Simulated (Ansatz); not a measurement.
BiH2(OEt) (C2H7BiO) was relaxed with PBE0-D4 (def2-SVP) in Ansatz in these states: charge +1 doublet, neutral singlet. The geometries follow in no particular order.

In the def2 sets Bi takes a core potential; there is no spin–orbit coupling.

A:

```xyz
11

Bi    0.1331    1.7902    1.9319
H     1.7270    1.4587    2.6981
H     0.9535    2.7635    0.6412
O     0.2035   -0.0247    0.8531
C    -0.4014   -0.0415   -0.4071
C    -0.3293   -1.4501   -0.9580
H    -1.4672    0.2788   -0.3700
H     0.1028    0.6565   -1.1117
H    -0.7923   -1.5098   -1.9556
H     0.7197   -1.7729   -1.0366
H    -0.8496   -2.1486   -0.2853
```

B:

```tsv
atom	x (Å)	y (Å)	z (Å)
Bi1	1.387	-1.921	1.615
H2	-0.227	-2.410	2.218
H3	1.100	-2.711	0.030
O4	0.345	-0.074	0.867
C5	0.331	0.487	-0.380
C6	-0.945	1.263	-0.653
H7	1.171	1.239	-0.325
H8	0.616	-0.227	-1.175
H9	-0.836	1.798	-1.607
H10	-1.791	0.565	-0.734
H11	-1.151	1.990	0.144
```

Judge from the bond lengths which geometry belongs to which state (an estimate).

A is the neutral singlet (Bi1–O4 2.113 Å, O4–C5 1.398 Å, Bi1–H3 1.813 Å); B is the charge +1 doublet (Bi1–O4 2.249 Å, O4–C5 1.367 Å, Bi1–H3 1.794 Å).
